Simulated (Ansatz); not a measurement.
System: H₃GeSeO, charge 0, doublet. H3GeSeO (SMILES [O][Se][GeH3], doublet).
B3LYP-D3(BJ)/def2-TZVP minimum from Ansatz (a quantum-chemistry and plane-wave program):
```xyz
6

Se     0.5730    -0.5069     0.8003
Ge    -0.8691     0.7853    -0.6786
H     -1.7791     1.6564     0.2037
H      0.0370     1.6458    -1.5673
H     -1.6855    -0.2113    -1.5102
O      1.4696    -1.3731    -0.3278
```
Charge 0, spin multiplicity 2.

Total energies in cc-pVDZ, 19 correlated electrons, 29 frozen orbitals. Radicals and triplets start from unrestricted determinants; spin-orbit coupling is neglected. Correlated methods leave the cores frozen (noble-gas shells, and filled d and f shells in the p block). No relativity. The T1 diagnostic of H3GeOSe ([O][Se][GeH3], doublet) reaches 0.048 in the sets run.

| method | program | energy (Eh) | minus CCSDT(Q) (mEh) |
|---|---|---|---|
| HF | Ansatz | -4551.70570 | 431.50 |
| MP2 | Ansatz | -4552.07078 | 66.42 |
| CCSD | Ansatz | -4552.12170 | 15.51 |
| CCSD(T) | Ansatz | -4552.13385 | 3.35 |
| CCSDT(Q) | Ansatz | -4552.13720 | 0.00 |

Rough core times of Ansatz's runs on a shared machine: CCSD(T) 40 s, CCSDT(Q) 8 min.
